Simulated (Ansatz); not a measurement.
Cost and result up the ladder for 1-butyl-3-methylimidazolium chloride (C8H15ClN2) (26 atoms). The state is a singlet with charge 0. Geometry: PBE-D4/def2-SVP.

Cartesian coordinates in Å:
```
C -1.106 -3.558 -0.284
C -1.253 -2.109 0.184
C -1.360 -1.106 -0.968
C -1.481 0.352 -0.524
N -0.334 0.812 0.254
C -0.387 1.582 1.415
C 0.867 2.079 1.638
N 1.690 1.607 0.615
C 3.001 2.122 0.267
C 0.905 0.973 -0.313
H -1.972 -3.874 -0.901
H -1.030 -4.260 0.571
H -0.194 -3.689 -0.905
H -2.151 -2.012 0.835
H -0.388 -1.832 0.826
H -0.487 -1.212 -1.651
H -2.248 -1.338 -1.596
H -1.548 1.034 -1.402
H -2.379 0.493 0.110
H -1.310 1.686 1.993
H 1.255 2.702 2.449
H 3.690 1.292 0.012
H 3.417 2.679 1.126
H 2.883 2.788 -0.616
H 1.316 0.280 -1.053
Cl 0.604 2.508 -2.082
```

Ansatz on 4 threads of Arm Neoverse V2 on a shared host. Times are rough, and most runs start from the orbitals of an earlier one. PBE0-D4/def2-TZVP serves as the yardstick here, not as an exact answer. Differences are given only for rows in sets of like size (and for xTB, whose basis is part of the method), since another set adds its own error. Binding counts from free atoms at the same level (C triplet, N quartet, H doublet, Cl doublet; other spins of the atoms weren't run), without zero-point energy or a counterpoise term.

Correlated methods freeze 15 core orbitals. The rows differ in basis, and correlated rows in double-zeta sets carry the largest basis error.

Correlated methods converge slowly with the basis, most of all in double-zeta sets.

```tsv
level	functions	binding energy per atom (eV)	difference from PBE0-D4/def2-TZVP (eV)
PBE0-D4/def2-SVP	233	4.31	–
PBE-D4/def2-SVP	233	4.39	–
MP2/def2-SVP	233	4.07	–
HF/STO-3G	74	3.61	–
HF/def2-TZVP (with forces)	437	3.02	-1.23
PBE-D4/def2-TZVP	437	4.34	0.08
r2SCAN-D4/def2-TZVP (with forces)	437	4.22	-0.04
PBE0-D4/def2-TZVP	437	4.25	0.00
```

Question: Estimate how long each takes.

Answer: HF/STO-3G 0.5 s; PBE-D4/def2-SVP 3.8 s; MP2/def2-SVP 6.5 s; PBE0-D4/def2-SVP 7 s; PBE-D4/def2-TZVP 7.5 s; PBE0-D4/def2-TZVP 17 s; r2SCAN-D4/def2-TZVP (with forces) 18 s; HF/def2-TZVP (with forces) 25 s. On shared hardware such times vary by a factor of up to 3.
